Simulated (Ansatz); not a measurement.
Sn16PH28, relaxed as a doublet with UKS PBE-D4/def2-SVP in Ansatz, starting from a model built from a lattice or polyhedron. Force threshold 0.03 eV/Å.

In the def2 sets Sn takes a core potential; there is no spin–orbit coupling. Single mean-field runs in def2-SVP are fitted with def2-universal-jkfit. The relaxation made no stability test and no search for a lower SCF solution.

Start:

```xyz
45

P    -1.034   -2.426    0.491
Sn   -5.193   -0.602    1.169
Sn   -3.885   -1.809   -3.040
Sn    0.895    1.197    2.534
Sn    2.189   -0.014   -1.689
Sn   -1.966    1.814   -1.016
Sn    5.046   -0.632    1.856
Sn    4.126    3.637    0.376
Sn   -3.205   -2.328    2.276
Sn    2.872   -0.476    3.629
Sn   -1.899   -3.483   -2.016
Sn    4.187   -1.648   -0.632
Sn   -6.049   -1.690   -1.294
Sn   -4.140    1.940    0.755
Sn   -2.825    0.747   -3.471
Sn    3.245    2.567   -2.100
Sn    6.102    1.967    1.445
H    -6.536   -0.525    2.268
H    -4.396   -2.460   -4.585
H     0.180   -3.470    1.135
H    -0.459    1.282    3.620
H     1.525    2.760    2.305
H     1.639   -0.644   -3.204
H    -1.326    3.401   -1.249
H     6.258   -1.640    2.528
H     2.769    3.704    1.428
H     4.778    5.190    0.117
H    -3.865   -3.883    2.482
H    -2.692   -1.629    3.748
H     2.228   -2.044    3.871
H     3.399    0.176    5.116
H    -2.586   -5.055   -1.731
H    -0.591   -3.578   -3.068
H     3.548   -3.251   -0.371
H     5.524   -1.751   -1.687
H    -6.723   -3.256   -1.061
H    -7.282   -0.637   -1.981
H    -5.338    2.981    0.102
H    -3.617    2.598    2.269
H    -4.027    1.774   -4.141
H    -1.523    0.651   -4.589
H     2.012    3.622   -2.757
H     4.567    2.473   -3.166
H     6.641    2.587    2.957
H     7.429    1.860    0.367
```

```csv
step,energy (eV),largest force component (eV/Å),SCF passes
1,-103040.3792,1.962,29
2,-103041.3529,1.260,32
3,-103041.7985,0.411,32
4,-103042.3141,0.321,34
5,-103042.7199,0.295,30
6,-103043.0623,0.205,24
7,-103043.3598,0.219,22
8,-103043.6184,0.235,25
9,-103043.8011,0.231,24
10,-103043.8973,0.194,22
11,-103043.9628,0.126,21
12,-103043.9929,0.296,22
13,-103044.0617,0.167,21
14,-103044.0967,0.115,21
15,-103044.1339,0.250,21
16,-103044.1599,0.267,21
17,-103044.1973,0.206,21
18,-103044.2186,0.134,21
19,-103044.2294,0.153,20
20,-103044.2453,0.389,19
21,-103044.2647,0.141,19
22,-103044.2711,0.026,20
23,-103044.2732,0.023,19
24,-103044.2738,0.035,16
25,-103044.2742,0.020,15
```

Force components are those of the run's own axes.

End:

```xyz
45

P    -0.3188   -2.4590    0.7398
Sn   -4.4289   -0.5951    1.2439
Sn   -3.0136   -1.5989   -2.8413
Sn    0.4387    0.9344    1.6619
Sn    1.3008    0.2436   -0.9507
Sn   -1.6202    2.4604   -0.9774
Sn    4.4387   -0.9037    1.8364
Sn    4.0524    3.5061    0.1145
Sn   -2.4550   -2.3956    2.1457
Sn    2.1603   -0.4576    3.4263
Sn   -1.1789   -3.2891   -1.5236
Sn    3.3306   -1.7146   -0.6174
Sn   -5.3361   -1.5175   -1.2546
Sn   -3.6671    2.1065    0.9629
Sn   -2.1719    1.0429   -3.3748
Sn    2.5209    2.5395   -2.0449
Sn    5.7130    1.5565    1.2994
H    -5.7010   -0.6955    2.4344
H    -3.3332   -2.4036   -4.3570
H     0.0459   -3.7845    1.1816
H    -1.2143    0.4871    1.9750
H     0.5455    2.6557    1.9188
H     0.0219   -0.4283   -1.9306
H    -1.5365    4.1772   -1.3553
H     5.5606   -2.0412    2.5256
H     2.9517    4.0807    1.3277
H     5.0459    4.8539   -0.3492
H    -3.1338   -3.9973    2.2142
H    -1.8965   -1.9840    3.7382
H     1.4374   -1.9494    3.9405
H     2.5134    0.4795    4.8465
H    -1.9109   -4.8543   -1.2986
H     0.2670   -3.5092   -2.4636
H     2.7094   -3.3350   -0.6097
H     4.4840   -1.5965   -1.9148
H    -6.0701   -3.0860   -1.1311
H    -6.5141   -0.4325   -1.9264
H    -5.1122    2.9935    0.5481
H    -3.1198    2.7252    2.4911
H    -3.4259    1.7914   -4.3302
H    -0.7385    1.0152   -4.3582
H     1.3903    3.7496   -2.5689
H     3.5429    2.1530   -3.3939
H     6.3723    2.2170    2.7657
H     7.0533    1.2595    0.2341
```

Bonds formed: Sn4–Sn5 (atoms count from 1).

The force fell under the threshold at step 22, but the optimiser went on and released 0.003 eV more. No frequencies were taken in this run, so the end may be a saddle point.

Hardware: 4 threads of AMD EPYC 7R13 on a shared host and a share (37 GiB) of an NVIDIA H100 80GB HBM3. Wall time 2.9 min, peak host memory 1.3 GiB.
